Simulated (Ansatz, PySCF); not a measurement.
B(All)(Cl)(OH) (C₃H₆BClO), SMILES C=CCB(O)Cl. Atoms are numbered in the order given.

```xyz
12

B      0.0737    -0.1894     0.7768
C      0.0880    -1.0164    -0.5722
C      0.1754    -0.1172    -1.7773
C      1.1896    -0.0851    -2.6462
H     -0.8579    -1.5903    -0.6109
H      0.9124    -1.7508    -0.5829
H     -0.6626     0.5775    -1.9075
H      2.0504    -0.7558    -2.5519
H      1.1950     0.6120    -3.4883
Cl    -1.2205     1.0003     1.0565
O      0.9877    -0.3086     1.7601
H      1.6789    -0.9530     1.5592
```
Charge 0, spin multiplicity 1.

Coordinates come from a B3LYP-D3(BJ)/def2-SVP optimisation. Other conformers were not sampled.

Two levels are set side by side: PBE-D3(BJ)/def2-SVP (Ansatz, a program for electronic structure) and B3LYP-D3(BJ)/def2-SVP (Ansatz). Each level has its own optimised geometry; the coordinates shown are those of the second. Frequencies come from the Hessian of PySCF at each geometry. Differences are taken from unrounded values.

```tsv
quantity	B3LYP-D3(BJ)	PBE-D3(BJ)	PBE-D3(BJ) minus B3LYP-D3(BJ)
mean bond length (Å)	1.274	1.281	0.007
bond B1–C2 (Å)	1.582	1.587	0.005
bond B1–Cl10 (Å)	1.780	1.781	0.000
bond B1–O11 (Å)	1.348	1.358	0.010
bond C2–C3 (Å)	1.506	1.506	0.000
bond C3–C4 (Å)	1.336	1.345	0.009
bond C2–H5 (Å)	1.107	1.115	0.008
bond C2–H6 (Å)	1.104	1.112	0.008
bond C3–H7 (Å)	1.096	1.105	0.009
bond C4–H8 (Å)	1.095	1.103	0.008
bond C4–H9 (Å)	1.093	1.101	0.008
bond O11–H12 (Å)	0.966	0.975	0.009
highest harmonic wavenumber (cm⁻¹)	3842	3729	-112
mean harmonic wavenumber (cm⁻¹)	1328	1292	-36
zero-point energy (kcal/mol)	56.94	55.40	-1.54
```

GGA bonds tend to be longer and softer than those of functionals with exact exchange. Differences between two approximate levels are no errors against the true value.
